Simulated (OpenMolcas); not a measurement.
Systems:
- [FeCl3]-, a model complex in vacuum: trigonal planar, Fe–Cl 2.29 Å; shape imposed, not necessarily the one it adopts

Method: state-averaged CASSCF on the open d shell with SC-NEVPT2, ANO basis sets as named, scalar-relativistic DKH2, RICD, in OpenMolcas. State energies are spin-free and vertical. Orbital splittings and repulsion parameters are fits to the integrals of the highest spin's CASSCF orbitals. Times are rough, from shared cores.

```tsv
case	ground state	first state of the same spin (cm⁻¹)	first state of another spin (cm⁻¹)	Racah B (cm⁻¹)	basis functions	relative time
ANO-RCC-VDZP	⁵A₁'	⁵E'' 1410	³E'(1) 18850	1124	88	2
ANO-RCC-MB	⁵A₁'	⁵E'' 1280	³E'(1) 21060	1071	45	1
ANO-RCC-VDZ	⁵A₁'	⁵E'' 1370	³E'(1) 20580	1125	66	1
ANO-RCC-VTZP	⁵A₁'	⁵E'' 1490	³E'(1) 18230	1132	161	5
```

The minimal active space holds the metal's open shell only. The geometry is a model, so the numbers describe that model and not a measured compound. Gaps under about 300 cm⁻¹ between spin-free states are not resolved by the perturbation step.
